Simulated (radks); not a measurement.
The numbers below are computed, except where a source is named.
Effect of the nuclear size on the mercury ion Hg+, [Xe] 4f14 5d10 6s1. Code: a radial shooting solver on a logarithmic mesh with Libxc functionals. Model: Dirac Kohn-Sham, LDA (Slater exchange, Perdew-Wang correlation), spin-unpolarised, spherical densities, finite nucleus; Fermi nuclear charge, rms radius 5.4648 fm. The rms radius is varied about that value; shifts are against it.

rms radius (fm)	total energy shift (eV)	density at nucleus (e/bohr^3)	1s1/2 shift (meV)	2s1/2 shift (meV)	5s1/2 shift (meV)	6s1/2 shift (meV)	6p1/2 (empty) shift (meV)	7s1/2 (empty) shift (meV)
4.6123	-31.1	2.481e+06	-12400	-1850	-21.6	-2.12	0.192	-0.210
5.1478	-11.9	2.372e+06	-4770	-711	-8.29	-0.814	0.074	-0.081
5.4648	0	2.314e+06	0.000	0.000	0.000	0.000	0.000	0.000
5.7435	10.8	2.267e+06	4330	646	7.53	0.739	-0.067	0.073
6.2408	30.9	2.191e+06	12400	1840	21.5	2.11	-0.191	0.209

Slopes of the eigenvalues against <r^2> in GHz/fm^2, as finite differences over the two radii next to the reference (eigenvalue slopes, not the field-shift constants of lines): 1s1/2 339000, 2s1/2 50600, 5s1/2 590, 6s1/2 57.9, 6p1/2 (empty) -5.23, 7s1/2 (empty) 5.74.
